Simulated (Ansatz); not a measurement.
Isolated molecules relaxed with PBE0-D4/def2-TZVP in Ansatz; ΔE leaves out vibrations. CBS: MP2 limit from def2 TZ/QZ plus the TZ coupled-cluster correction, frozen cores. This one scheme is used for every species. DFT in def2-TZVPP. def2 core potentials past Kr. For Ge, Sb outer-core shells are correlated without core-valence functions, which leaves a few kJ/mol of doubt a bond. Scalar relativity is left out up to krypton.

Consider the cleavage of the Sb–Ge bond: `[GeH3][SbH2]` + H₂S → `[SH][SbH2]` + GeH₄.

(1) Is it downhill or uphill in electronic energy at CCSD(T)/CBS, and by how much? (An estimate is asked.)

(2) What do these levels give: PBE0-D4, CAM-B3LYP-D4, PBE0, CAM-B3LYP, CCSD/def2-TZVPP, SCS-MP2/def2-QZVPP? (Best estimate.)

(3) What do rigid-rotor, harmonic-oscillator terms from PBE0-D4/def2-TZVP frequencies (298.15 K, 1 bar) make of the CCSD(T)/CBS value? (Estimate.)

Largest T1 diagnostic among the species: 0.013.

## Answers

(1) Computed: Uphill: ΔE = +5.9 kJ/mol.

(2) Computed: PBE0-D4 7.7, CAM-B3LYP-D4 4.2, PBE0 7.0, CAM-B3LYP 3.4, CCSD/def2-TZVPP 9.4, SCS-MP2/def2-QZVPP 3.0 kJ/mol.

(3) The calculation gave: ΔZPE = +1.6 kJ/mol, ΔH = +5.7 kJ/mol, ΔS = -15 J/(mol·K), ΔG = +10.1 kJ/mol.

At CCSD(T), def2-SVP lies +8.3 kJ/mol from the extrapolated value and def2-TZVPP +3.0 kJ/mol. Leaving LDA and LC-ωPBE aside and taking each functional with its dispersion term where it has one, the values, not all of them listed here, spread over 16.5 kJ/mol, from B97M-V to PBE-QIDH. LDA lies +3.7 kJ/mol from PBE without D4. In def2-TZVPP, CCSD(T) changes the Hartree–Fock value by +7.8 kJ/mol (the triples alone add −0.5 kJ/mol) and MP2 by +7.9 kJ/mol.
